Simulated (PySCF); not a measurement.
These 3 structures share the formula CH7GeN. Method used: PBE0-D3(BJ)/def2-SVP geometry optimisation, gas phase (PySCF). Energies are electronic, without zero-point or thermal terms, for one conformer each. No frequencies were run at this level. Point groups hold within 0.08 Å.

**Question.** Order them by energy at this level, lowest first, and give relative energies in kcal/mol.
A. `[NH2:1][CH2:2][GeH3:3]` with H–N1–C2–Ge3 -175° and 67°
B. `C[NH][GeH3]`
C. `[CH3:1][GeH2:2][NH2:3]` with C1–Ge2–N3–H 64° and -172°

**Answer.** C (0.0), B (14.1), A (19.1).

```tsv
SMILES	E (Eh)	E rel (kcal/mol)	dipole (D)	point group	A, B, C (MHz)
[CH3][GeH2][NH2]	-2173.37362	0.0	0.93	–	12993, 5920, 4456
C[NH][GeH3]	-2173.35113	14.1	0.88	–	27461, 3743, 3525
N[CH2][GeH3]	-2173.34321	19.1	1.73	–	24229, 3637, 3392
```
